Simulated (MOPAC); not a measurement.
MOPAC input (PM7):

```
PM7 1SCF GEO-OK AUX(PRECISION=9) THREADS=1
C4H5N

C    -2.18694900 1    0.00139300 1   -0.09965900 1
C    -1.01554500 1    0.13472500 1    0.50215900 1
C     0.18687600 1   -0.72080900 1    0.19186800 1
C     1.35066900 1    0.07601700 1   -0.19353400 1
N     2.25909500 1    0.71584600 1   -0.48834400 1
H    -3.02917900 1    0.62672000 1    0.16475400 1
H    -2.34798900 1   -0.73536300 1   -0.87816000 1
H    -0.87406900 1    0.88651900 1    1.27090500 1
H    -0.03978100 1   -1.42309600 1   -0.61290200 1
H     0.46704700 1   -1.31365300 1    1.06880700 1
```

From the output:

```
                                                       MOPAC v23.2.5 Linux

          FINAL HEAT OF FORMATION =         39.04813 KCAL/MOL =     163.37736 KJ/MOL

          COSMO AREA              =        117.11 SQUARE ANGSTROMS
          COSMO VOLUME            =        100.56 CUBIC ANGSTROMS

          IONIZATION POTENTIAL    =         10.998647 EV
          HOMO LUMO ENERGIES (EV) =        -10.999  0.408
          NO. OF FILLED LEVELS    =         13
          MOLECULAR WEIGHT        =         67.0902         POINT GROUP:  C1

          MOLECULAR DIMENSIONS (Angstroms)

            Atom       Atom       Distance
            H     6    N     5     5.32920
            H     8    H     7     2.81380
            H    10    N     5     2.39596

          SCF CALCULATIONS        =          1

   ATOM   CHEMICAL          X               Y               Z
  NUMBER   SYMBOL      (ANGSTROMS)     (ANGSTROMS)     (ANGSTROMS)

     1       C         -2.18694900  *   0.00139300  *  -0.09965900  *
     2       C         -1.01554500  *   0.13472500  *   0.50215900  *
     3       C          0.18687600  *  -0.72080900  *   0.19186800  *
     4       C          1.35066900  *   0.07601700  *  -0.19353400  *
     5       N          2.25909500  *   0.71584600  *  -0.48834400  *
     6       H         -3.02917900  *   0.62672000  *   0.16475400  *
     7       H         -2.34798900  *  -0.73536300  *  -0.87816000  *
     8       H         -0.87406900  *   0.88651900  *   1.27090500  *
     9       H         -0.03978100  *  -1.42309600  *  -0.61290200  *
    10       H          0.46704700  *  -1.31365300  *   1.06880700  *

                             CARTESIAN COORDINATES

   1    C       -2.186949000     0.001393000    -0.099659000
   2    C       -1.015545000     0.134725000     0.502159000
   3    C        0.186876000    -0.720809000     0.191868000
   4    C        1.350669000     0.076017000    -0.193534000
   5    N        2.259095000     0.715846000    -0.488344000
   6    H       -3.029179000     0.626720000     0.164754000
   7    H       -2.347989000    -0.735363000    -0.878160000
   8    H       -0.874069000     0.886519000     1.270905000
   9    H       -0.039781000    -1.423096000    -0.612902000
  10    H        0.467047000    -1.313653000     1.068807000

           Empirical Formula: C4 H5 N  =    10 atoms

      MOLECULAR POINT GROUP   :   C1

                  EIGENVALUES
 -35.15073 -29.22106 -25.62511 -20.17692 -18.39720 -16.83276 -15.84187 -14.80068
 -13.58542 -13.41277 -12.78603 -12.46498 -10.99865   0.40796   1.19008   1.24089
   2.82842   3.45312   4.53221   5.10700   5.21311   5.43454   5.80906   5.93426
   6.00220

              NET ATOMIC CHARGES AND DIPOLE CONTRIBUTIONS

  ATOM NO.   TYPE          CHARGE      No. of ELECS.   s-Pop       p-Pop
    1          C          -0.293948        4.2939     1.09985     3.19410
    2          C          -0.127285        4.1273     1.08438     3.04290
    3          C          -0.257632        4.2576     1.04050     3.21713
    4          C           0.113091        3.8869     1.11846     2.76845
    5          N          -0.251040        5.2510     1.82851     3.42253
    6          H           0.155135        0.8449     0.84487
    7          H           0.150445        0.8496     0.84955
    8          H           0.153561        0.8464     0.84644
    9          H           0.177143        0.8229     0.82286
   10          H           0.180531        0.8195     0.81947
 DIPOLE           X         Y         Z       TOTAL
 POINT-CHG.    -2.740    -1.775     0.911     3.390
 HYBRID        -0.199    -0.287     0.059     0.354
 SUM           -2.940    -2.062     0.969     3.719

          ATOMIC ORBITAL ELECTRON POPULATIONS

     Atom    s        px        py        pz
    1  C   1.09985   1.05660   1.08323   1.05426
    2  C   1.08438   0.96584   1.02900   1.04806
    3  C   1.04050   0.98137   1.06898   1.16677
    4  C   1.11846   0.92053   0.92563   0.92229
    5  N   1.82851   1.18340   1.12841   1.11071
    6  H   0.84487
    7  H   0.84955
    8  H   0.84644
    9  H   0.82286
   10  H   0.81947

 **********************
 *                    *
 * JOB ENDED NORMALLY *
 *                    *
 **********************

 == MOPAC DONE ==
```

The geometry given is a B3LYP-D3(BJ)/def2-TZVP minimum.
